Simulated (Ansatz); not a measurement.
A nudged elastic band was laid between two geometries of AlCl$_{2}$H$_{6}$NSi (11 atoms, charge 0, multiplicity 1).

Method: RKS PBE0-D4/def2-SVP in Ansatz 0.2.0.

* movable images: 3
* climbing image: yes
* spring: 5.0 eV/Å²
* optimiser: quadratic models (default)
* start path: through a guess of the saddle point
* force threshold: 0.05 eV/Å
* iteration limit: 60
* end points: relaxed

Image 0:

```xyz
11
Properties=species:S:1:pos:R:3
Al -0.630 -0.449 -0.525
Si 1.053 -1.279 1.031
Cl -0.296 -0.775 -2.614
Cl -2.679 -0.573 0.081
H 0.030 1.971 0.284
N -0.456 1.584 -0.528
H 2.445 -0.904 0.605
H 0.869 -0.690 2.403
H 1.023 -2.768 1.184
H 0.035 1.892 -1.371
H -1.395 1.990 -0.550
```

Image 4:

```xyz
11
Properties=species:S:1:pos:R:3
Al -0.914 0.145 -0.858
Si 1.201 -1.070 1.227
Cl 0.227 -1.044 -2.178
Cl -2.398 -0.778 0.319
H 0.497 0.124 0.610
N -0.951 1.888 -1.087
H 2.596 -1.038 0.715
H 1.154 -0.827 2.696
H 0.500 -2.323 0.862
H -0.357 2.398 -1.731
H -1.554 2.524 -0.577
```

(1) Which bonds break or form, and what moves?

(2) What energy profile does the band end with?

(3) What is the geometry of the highest image?

Answers

(1) Bonds broken: Al1–Si2, H5–N6. Bonds formed: Si2–H5. AlCl2H6NSi becomes AlCl2H2N + H4Si.

(2) The run converged. The highest image is number 2 of 0 to 4, 1.80 eV above the first end and 1.08 eV above the last; the last end lies 0.73 eV above the first. Neighbouring images differ by up to 1.5 eV, so the band resolves the path poorly. Another band between the same ends (5 images) ends at a top of the same energy, where a vibrational analysis finds 1 clearly imaginary mode. So few images can step over the top or miss a turn of the path. The orbitals stay closed-shell, which can raise the energy where a bond breaks towards radicals; this wasn't checked here.

```
image  path coordinate (Å)  energy (eV)  Al1–Si2 (Å)  H5–N6 (Å)  Si2–H5 (Å)
    0                 0.00         0.00         2.44       1.02        3.49
    1                 1.00         0.29         2.44       1.03        2.70
    2                 2.01         1.80         2.66       1.46        1.83
    3                 2.96         0.84         3.12       2.41        1.51
    4                 3.91         0.73         3.21       2.84        1.52
```

(3) 
```xyz
11
Properties=species:S:1:pos:R:3
Al -0.872 -0.238 -0.776
Si 1.023 -0.835 0.999
Cl -0.133 -1.117 -2.539
Cl -2.662 -0.871 0.128
H 0.309 0.677 0.247
N -0.500 1.576 -0.578
H 2.450 -0.769 0.560
H 0.917 -0.467 2.444
H 0.558 -2.254 0.855
H 0.028 2.098 -1.275
H -1.119 2.200 -0.064
```

Run time: 2.1 min on 2 threads of Arm Neoverse V1, with other jobs on the host, peak memory 0.29 GiB.
